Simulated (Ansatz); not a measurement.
A CCSD(T) single point on BFGeH₄Si (`F[B]1[SiH2][GeH2]1`).

```yaml
crystal:
  periodic: [false, false, false]
  atoms:
    - {symbol: F, position_ang: [1.598250, -0.728277, 1.810481]}
    - {symbol: B, position_ang: [1.046698, -0.273176, 0.705983]}
    - {symbol: Si, position_ang: [-0.008595, 1.267041, 0.150218]}
    - {symbol: Ge, position_ang: [-0.377117, -1.119644, -0.482480]}
    - {symbol: H, position_ang: [0.284871, 1.691426, -1.241102]}
    - {symbol: H, position_ang: [-0.671543, 2.337023, 0.944440]}
    - {symbol: H, position_ang: [-0.438598, -1.049423, -2.010491]}
    - {symbol: H, position_ang: [-1.341764, -2.182170, 0.067152]}
basis:
  gaussian: {orbitals: def2-SVP}
correlation: {method: ccsd_t}
```

```sh
$ ansatz run in.yaml --threads 2 --pin off --events-out ev --progress --plain --max-ram 4352MiB
```

The program prints (abridged):

```
Functional definition: HF
958 factors; integrals over basis functions are off by at most 1.4e-3 eV
mean field evaluation 1: about -67761.4696 eV, gradient 2.4e1 eV
mean field evaluation 2: about -67761.4959 eV, gradient 2.4e1 eV
mean field evaluation 4: about -67763.3317 eV, gradient 3.1e0 eV
mean field evaluation 8: about -67763.3838 eV, gradient 1.6e-1 eV
mean field evaluation 16: about -67763.3456 eV, gradient 4.6e-1 eV
mean field -67763.38408602 eV, -2490.2584334898 hartree, gradient 3.5e-6 eV, S^2 0.000000; 0 other end points of the search recorded, 0 dependent functions left out
16 core orbitals not correlated: weight in the atoms' cores, before any rotation towards them, 1.000 or more for the frozen orbitals, at most 0.000 for the correlated occupied ones
reference -67763.38408602 eV, -2490.2584334898 hartree; 16, 16 occupied and 66, 66 virtual orbitals, 958 factors
second order -16.21027780 eV of doubles, -0.00000000 eV of singles
cycle   1  -16.44596025 eV  change   -2.4e-1 eV  update   1.2e-1
cycle   2  -17.00037170 eV  change   -5.5e-1 eV  update   3.6e-2
cycle   3  -17.11109290 eV  change   -1.1e-1 eV  update   2.0e-2
cycle   4  -17.10051784 eV  change    1.1e-2 eV  update   5.6e-3
cycle   5  -17.09849909 eV  change    2.0e-3 eV  update   2.7e-3
cycle   6  -17.09862823 eV  change   -1.3e-4 eV  update   1.1e-3
cycle   7  -17.09799235 eV  change    6.4e-4 eV  update   4.9e-4
cycle   8  -17.09811727 eV  change   -1.2e-4 eV  update   2.2e-4
cycle   9  -17.09820520 eV  change   -8.8e-5 eV  update   9.0e-5
cycle  10  -17.09817106 eV  change    3.4e-5 eV  update   3.2e-5
perturbative correction -0.54491580 eV, -0.0200252862 hartree
Total energy: -67781.02717288 eV, -2490.9068049730 hartree
```

It took 7 s on 2 threads of an Arm Neoverse V1 on a shared host, with 0.35 GiB of host memory at the peak.

MP2 recovers 91.9 % of the CCSD(T) correlation energy and the triples give 3.1 %; T1 = 0.0151.
